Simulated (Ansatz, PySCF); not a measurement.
Process, species as SMILES: ClC(Cl)C(Cl)Cl -> Cl[CH]C(Cl)Cl + Cl atom (the C-Cl bond at the site shown breaks; other sites are not compared here)
Geometries: B3LYP-D3(BJ)/def2-TZVP minima from Ansatz (a program for electronic structure), one conformer each, not searched for the lowest.

Property: bond dissociation energy (electronic energy difference), in kcal/mol. Correlated levels leave the core frozen unless marked. UHF or UKS for open shells. No spin-orbit coupling. Non-relativistic. CBS(X,Y): correlation extrapolated as X^-3; Hartree-Fock from the larger set. The bracket is a focal-point correction in the basis named.

Level to compare with: RI-MP2/CBS(cc-pV(T+d)Z,cc-pV(Q+d)Z)+[CCSD(T)-MP2]/cc-pV(T+d)Z (Ansatz), 79.6 kcal/mol. It is a level with limits of its own, and the differences hold the functionals' basis error too.

Problem. Rank these functionals by how close they come to RI-MP2/CBS(cc-pV(T+d)Z,cc-pV(Q+d)Z)+[CCSD(T)-MP2]/cc-pV(T+d)Z, closest first: revPBE/def2-TZVPD (Ansatz); CAM-B3LYP/def2-TZVPD (Ansatz); M06-2X/def2-TZVPD (PySCF).

Solution. M06-2X/def2-TZVPD (hybrid meta-GGA, 78.1 kcal/mol, difference -1.5), CAM-B3LYP/def2-TZVPD (range-separated hybrid, 70.2 kcal/mol, difference -9.4), revPBE/def2-TZVPD (GGA, 68.6 kcal/mol, difference -11.0)
